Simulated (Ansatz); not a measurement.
A nudged elastic band was laid between two geometries of AlCl3H2O2 (8 atoms, charge 0, multiplicity 1).

The calculation used Ansatz, RKS PBE0-D4/def2-SVP.

- movable images: 5
- climbing image: yes
- spring: 5.0 eV/Å²
- optimiser: quadratic models (default)
- start path: through a guess of the saddle point
- force threshold: 0.05 eV/Å
- iteration limit: 60
- end points: relaxed

First end point:

```xyz
8
Properties=species:S:1:pos:R:3
Al -0.687 -0.814 -0.008
Cl -1.886 0.927 -0.310
Cl -0.580 -2.173 -1.593
Cl -0.527 -1.512 1.978
H 0.191 1.710 -0.563
O 1.134 1.421 -0.558
O 1.024 0.160 0.068
H 1.331 0.282 0.986
```

Last end point:

```xyz
8
Properties=species:S:1:pos:R:3
Al -0.952 -0.450 0.055
Cl -2.581 0.590 -0.758
Cl 0.067 -1.855 -1.182
Cl -0.977 -0.841 2.120
H 0.508 1.576 0.633
O 0.468 0.927 -0.090
O 1.806 0.432 -0.120
H 1.661 -0.379 -0.658
```

What changes between the two ends?

Bonds broken: Al1–O7. Bonds formed: Al1–O6.

Give the energies along the band, and the barrier.

The forces met the threshold. The highest image is number 4 of 0 to 6, 52.5 kJ/mol above the first end and 45.3 kJ/mol above the last; the last end lies 7.1 kJ/mol above the first. Beside the main top the profile has a ripple of under 15 meV (maxima at images 2, 4), which may be a very shallow well or noise. A vibrational analysis at the climbing image gives one clearly imaginary mode, 234i cm⁻¹: a first-order saddle point. The orbitals stay closed-shell, which can raise the energy where a bond breaks towards radicals; this wasn't checked here.

```csv
image,path coordinate (Å),energy (kJ/mol),Al1–O7 (Å),Al1–O6 (Å)
0,0.00,0.0,1.97,2.93
1,1.13,6.7,1.99,2.93
2,2.27,8.0,1.96,2.89
3,3.40,6.6,1.99,2.93
4,4.53,52.5,2.23,2.26
5,5.36,10.9,2.81,1.97
6,6.20,7.1,2.90,1.98
```

What is the geometry of the highest image?


```xyz
8
Properties=species:S:1:pos:R:3
Al -0.800 -0.582 0.038
Cl -2.445 0.619 -0.515
Cl 0.134 -1.791 -1.435
Cl -0.973 -1.373 1.983
H 0.500 1.969 0.022
O 0.582 1.137 -0.477
O 1.210 0.275 0.483
H 1.791 -0.254 -0.100
```

Run time: 3.2 min on 2 threads of Intel(R) Xeon(R) 6975P-C (Granite Rapids), with other jobs on the host, peak memory 0.33 GiB.
